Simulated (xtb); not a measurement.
Input for xtb: GFN2-xTB on C2H7F (a complex).

```
$ xtb mol.xyz --gfn 2 --sp --chrg 0 --uhf 0
10

C      0.02743030    -0.00824191     0.12951029
H     -0.21483922    -1.06688245     0.21922513
H     -0.37781956     0.53287977     0.98270348
H      1.10976027     0.11449448     0.09975830
H     -0.40412800     0.38253489    -0.79103829
C      0.22792503    -0.58473639     3.76126702
F     -0.45893002     0.61283966     3.59416859
H     -0.45003108    -1.41102172     3.54468791
H      1.07295219    -0.60354392     3.07270244
H      0.57870479    -0.64483679     4.79220424
```

**Question.** Give the final energy of this run.

**Answer.** -12.5691 hartree.
